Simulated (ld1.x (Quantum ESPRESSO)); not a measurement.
**Logarithmic derivatives: aluminium, PAW**

* Element: Al
* Generator: ld1.x (Quantum ESPRESSO) 7.5
* Type: PAW
* Functional: PBEsol
* Relativity: non-relativistic
* Frozen core: [Ne]
* Valence charge: 3
* Reference configuration: 3s1 3p0 (charge +2)
* Partial waves: 3s (bound): rcut 1.80, rcutus 2.00 bohr; 3s channel at 1.9 Ry: rcut 1.80, rcutus 2.00 bohr; 3p (bound, empty): rcut 2.05, rcutus 2.40 bohr; 3p channel at -0.65 Ry: rcut 2.05, rcutus 2.40 bohr
* Local potential: all-electron potential smoothed inside 1.75 bohr (lloc = -1)
* Core correction: Bessel-smoothed model core inside 1.70 bohr
* Augmentation charge: PSQ, inside the norm-conserving radii

The phase is arctan(r·u′/u) with u = r·R(r), unwrapped; energies in Ry, scanned from -4 to 5 Ry. A pole is an energy at which the radial function vanishes at the test radius. The pseudo phase is shifted by a multiple of π to meet the all-electron one at the reference energy, and phase errors are pseudo minus all-electron; the curves can meet again beyond the range given. Levels narrower than the energy grid can be missing from the lists of poles.

```
channel  radius (bohr)  reference energy (Ry)  poles, all-electron  poles, pseudo  unbroken range about the reference energy with phases within 0.05 rad  phase error 1 Ry above the reference energy (rad)
      s           2.60                  -1.74                -0.59          -0.59                                                        the whole range                                             -0.000
      p           2.60                  -1.26                 0.20           0.20                                                              below 2.4                                             -0.000
```

Phases in the s channel:

```json
{"E (Ry)": "-4.00", "all-electron": "1.280", "pseudo": "1.279"}
{"E (Ry)": "-3.52", "all-electron": "1.227", "pseudo": "1.226"}
{"E (Ry)": "-3.04", "all-electron": "1.132", "pseudo": "1.132"}
{"E (Ry)": "-2.56", "all-electron": "0.910", "pseudo": "0.910"}
{"E (Ry)": "-2.08", "all-electron": "0.091", "pseudo": "0.091"}
{"E (Ry)": "-1.60", "all-electron": "-1.094", "pseudo": "-1.094"}
{"E (Ry)": "-1.12", "all-electron": "-1.428", "pseudo": "-1.429"}
{"E (Ry)": "-0.64", "all-electron": "-1.560", "pseudo": "-1.560"}
{"E (Ry)": "-0.16", "all-electron": "-1.641", "pseudo": "-1.641"}
{"E (Ry)": "0.32", "all-electron": "-1.707", "pseudo": "-1.707"}
{"E (Ry)": "0.80", "all-electron": "-1.777", "pseudo": "-1.778"}
{"E (Ry)": "1.28", "all-electron": "-1.873", "pseudo": "-1.873"}
{"E (Ry)": "1.76", "all-electron": "-2.040", "pseudo": "-2.040"}
{"E (Ry)": "2.24", "all-electron": "-2.448", "pseudo": "-2.448"}
{"E (Ry)": "2.72", "all-electron": "-3.459", "pseudo": "-3.463"}
{"E (Ry)": "3.20", "all-electron": "-4.154", "pseudo": "-4.159"}
{"E (Ry)": "3.68", "all-electron": "-4.400", "pseudo": "-4.405"}
{"E (Ry)": "4.16", "all-electron": "-4.514", "pseudo": "-4.519"}
{"E (Ry)": "4.64", "all-electron": "-4.580", "pseudo": "-4.587"}
```
